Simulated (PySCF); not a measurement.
# Nickel: a sound run and one with changed settings

Sound run: Ni [Ar] 3d8 4s2, Ni⁺ [Ar] 3d9. Calculation: PySCF 2.14, in cc-pVTZ-DK (7s6p4d2f1g, 68 functions); the spin-free X2C one-electron Hamiltonian (Gaussian nucleus). In the sound run the correlated levels freeze [Ar]. The sound run starts from symmetry-adapted Hartree-Fock orbitals and uses a fine grid where one is needed.

Changed run: basis STO-3G, all-electron and non-relativistic. This setting is unsound on purpose.

| species | method | sound run (hartree) | changed run (hartree) | converged |
| --- | --- | --- | --- | --- |
| Ni | UHF | -1519.09982 | -1489.73018 | yes |
| Ni | r2SCAN | -1520.54249 | -1490.85873 | yes |
| Ni | LDA | -1517.79159 | -1487.91561 | yes |
| Ni | MP2 | -1519.42718 | -1489.77778 | yes |
| Ni⁺ | UHF | -1518.79743 | -1488.44114 | yes |
| Ni⁺ | r2SCAN | n/a | -1489.58000 | yes |
| Ni⁺ | LDA | -1517.51200 | -1486.64815 | yes |
| Ni⁺ | MP2 | -1519.17220 | -1488.43990 | yes |

Ionisation energy of Ni:

```json
{"method": "UHF", "sound run (eV)": "8.228", "changed run (eV)": "35.076"}
{"method": "r2SCAN", "sound run (eV)": "n/a", "changed run (eV)": "34.796"}
{"method": "LDA", "sound run (eV)": "7.608", "changed run (eV)": "34.489"}
{"method": "MP2", "sound run (eV)": "6.938", "changed run (eV)": "36.405"}
{"method": "SCS-MP2", "sound run (eV)": "7.142", "changed run (eV)": "36.656"}
```

A minimal basis cannot let orbitals breathe on ionisation and holds almost no correlation. The Hamiltonian changed with the basis, so the totals do not compare. A negative ionisation energy or a positive MP2 energy shows that the occupation asked for is not the lowest one in this basis.

For comparison, NIST gives 7.640 eV between the lowest levels.
